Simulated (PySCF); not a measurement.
Isomers of C7H9BO2, from PBE0-D3(BJ)/def2-SVP geometry optimisation, gas phase (PySCF). One conformer each, no zero-point energy, no frequencies.

Problem. Which isomer lies lower at this level?
A. `[CH2:1]=[CH:2][C:3](=[CH2:4])[C:5]1=[CH:6][CH:7]=[O+:8][BH2-:9][O:10]1` with C1–C2–C3–C4 160°, C2–C3–C5–C6 -31°, C5–C6–C7–O8 13°, C7–O8–B9–O10 -39°, O8–B9–O10–C5 39°, C3–C5–O10–B9 165°: A = 2507, B = 1015, C = 760.5 MHz, dipole 4.93 D
B. `[CH3:1][c:2]1[cH:3][cH:4][c:5]([B:6]([OH:7])[OH:8])[cH:9][cH:10]1` with C5–B6–O7–H 180°, C5–B6–O8–H -1° (4-tolylboronic acid): A = 3628, B = 735.6, C = 614.0 MHz, dipole 1.36 D

Solution. B. That is 4-tolylboronic acid, `Cc1ccc(B(O)O)cc1`, 94.9 kcal/mol below the other.

```json
{"SMILES": "Cc1ccc(B(O)O)cc1", "mapped SMILES": "[CH3:1][c:2]1[cH:3][cH:4][c:5]([B:6]([OH:7])[OH:8])[cH:9][cH:10]1", "E (Eh)": "-446.76574", "relative (kcal/mol)": "0.0", "relative (kJ/mol)": "0.0", "dipole (D)": "1.36"}
{"SMILES": "C=CC(=C)C1=CC=[O+][BH2-]O1", "mapped SMILES": "[CH2:1]=[CH:2][C:3](=[CH2:4])[C:5]1=[CH:6][CH:7]=[O+:8][BH2-:9][O:10]1", "E (Eh)": "-446.61449", "relative (kcal/mol)": "94.9", "relative (kJ/mol)": "397.1", "dipole (D)": "4.93"}
```

As drawn, the lower has an O–H bond, which the higher lacks.
